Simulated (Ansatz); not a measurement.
Start from `[NH2][GaH][O][SiH2]O` and change one atom or group to get `O[SiH2]OBF`.

Ansatz, PBE0-D4/def2-TZVP geometries, multiplicity 1. Each molecule was computed in one conformer, which needn't be the lowest.

Scalar relativity is left out up to krypton.

```json
{"property": "HOMO energy (ωB97M-V/def2-TZVPP) / eV", "`[NH2][GaH][O][SiH2]O`": "-9.86"}
{"property": "LUMO energy (B3LYP/def2-TZVPP) / eV", "`[NH2][GaH][O][SiH2]O`": "-0.65"}
{"property": "HOMO energy (PBE0/def2-TZVPP) / eV", "`[NH2][GaH][O][SiH2]O`": "-7.46"}
{"property": "LUMO energy (ωB97M-V/def2-TZVPP) / eV", "`[NH2][GaH][O][SiH2]O`": "1.29"}
{"property": "HOMO–LUMO gap (PBE0/def2-TZVPP) / eV", "`[NH2][GaH][O][SiH2]O`": "7.10"}
{"property": "LUMO energy (PBE0/def2-TZVPP) / eV", "`[NH2][GaH][O][SiH2]O`": "-0.36"}
```

Task: What does the change do to each property? (Estimate.)

Result: Ansatz gave: 
| property | `O[SiH2]OBF` | shift |
| --- | --- | --- |
| HOMO energy (ωB97M-V/def2-TZVPP) / eV | -11.52 | -1.66 |
| LUMO energy (B3LYP/def2-TZVPP) / eV | -0.23 | 0.42 |
| HOMO energy (PBE0/def2-TZVPP) / eV | -9.24 | -1.78 |
| LUMO energy (ωB97M-V/def2-TZVPP) / eV | 1.66 | 0.37 |
| HOMO–LUMO gap (PBE0/def2-TZVPP) / eV | 9.32 | 2.22 |
| LUMO energy (PBE0/def2-TZVPP) / eV | 0.07 | 0.43 |

With PBE0 the HOMO falls by 1.78 eV and the LUMO rises by 0.43 eV, so the gap widens by about 2.21 eV. PBE moves the HOMO by -1.70 eV and ωB97M-V by -1.66 eV.

B3LYP here is the variant with VWN-RPA as its local correlation; programs differ in this.
